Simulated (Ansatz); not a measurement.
```yaml
crystal:
  periodic: [false, false, false]
  atoms:
    - {symbol: C, position_ang: [-1.822421, 0.551805, 0.690965]}
    - {symbol: S, position_ang: [-1.207338, 1.418883, -0.788340]}
    - {symbol: Ga, position_ang: [0.726035, 0.437130, -1.057799]}
    - {symbol: C, position_ang: [1.552976, -0.971899, 0.007576]}
    - {symbol: F, position_ang: [1.601006, 1.061869, -2.451257]}
    - {symbol: H, position_ang: [-1.968994, -0.510581, 0.501615]}
    - {symbol: H, position_ang: [-1.158430, 0.687803, 1.543384]}
    - {symbol: H, position_ang: [-2.787604, 0.997206, 0.930372]}
    - {symbol: H, position_ang: [1.692868, -0.635975, 1.036713]}
    - {symbol: H, position_ang: [2.521420, -1.235214, -0.417286]}
    - {symbol: H, position_ang: [0.915881, -1.858027, 0.024759]}
basis:
  gaussian: {orbitals: cc-pVTZ-DK}
total_charge: -1
magnetization: {spin_polarized: true, initial_magnetization: 1}
hamiltonian: {xc: {name: CAM-B3LYP}}
```

```sh
$ ansatz run in.yaml --threads 4 --pin off --events-out ev --progress --plain --max-ram 10444MiB
```

Shortened log:

```
Functional definition: CAM-B3LYP
1523 factors; their error is unknown
360 factors; integrals over basis functions are off by at most 8.7e-6 eV
mean field evaluation 1: about -68653.1958 eV, gradient 3.5e1 eV
mean field evaluation 2: about -68652.8463 eV, gradient 3.6e1 eV
mean field evaluation 4: about -68658.1873 eV, gradient 1.8e0 eV
mean field evaluation 8: about -68658.2038 eV, gradient 9.5e-2 eV
mean field evaluation 16: about -68658.3661 eV, gradient 8.7e-3 eV
mean field evaluation 32: about -68658.5287 eV, gradient 1.9e-5 eV
mean field -68658.52872025 eV, -2523.1543920469 hartree, gradient 1.4e-5 eV, S^2 0.754239; 4 other end points of the search recorded, 0 dependent functions left out
reference -68658.52886548 eV, -2523.1543973839 hartree; 38, 37 occupied and 213, 214 virtual orbitals, 1523 factors
Total energy: -68658.52886548 eV, -2523.1543973839 hartree
Relativity: scalar
```

Hardware: 4 threads of an AMD EPYC 9R45 on a shared host. Wall time 11 s, peak host memory 1.7 GiB.
